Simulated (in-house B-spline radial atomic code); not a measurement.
A fraction x of an electron is removed from 4d in Sm4+, starting from [Xe] 4f4 and keeping the highest spin. Method: scalar-relativistic (X2C) BLYP, spin-polarised, spherical fractional occupations, Fermi nucleus of rms radius 5.0819 fm. Calculated with an all-electron radial atomic-structure program (B-spline basis).

| x | E(x) - E(0) (eV) | 4d down level (eV) |
| --- | --- | --- |
| 0 | 0.0000 | -178.151 |
| 0.07 | 12.5269 | -179.762 |
| 0.22 | 39.7516 | -183.240 |
| 0.36 | ? | ? |
| 0.46 | 84.4045 | -188.883 |
| 0.5 | 91.9788 | -189.832 |
| 0.52 | 95.7802 | -190.308 |
| 0.63 | 116.8584 | -192.935 |
| 0.77 | 144.1047 | -196.303 |
| 0.93 | ? | ? |
| 1 | 189.8965 | -201.899 |

(1) What belongs in the row x = 0.36?

(2) What belongs in the row x = 0.93?

(3) Check Janak's theorem between x = 0.07 and 0.22.

Answers

(1) An energy change of 65.6344 eV; 4d down at -186.521 eV.

(2) An energy change of 175.8235 eV; 4d down at -200.188 eV.

(3) The slope of the energy is 181.50 eV; the orbital levels give 181.50 eV (-ε of the emptying orbital, averaged over the two points).
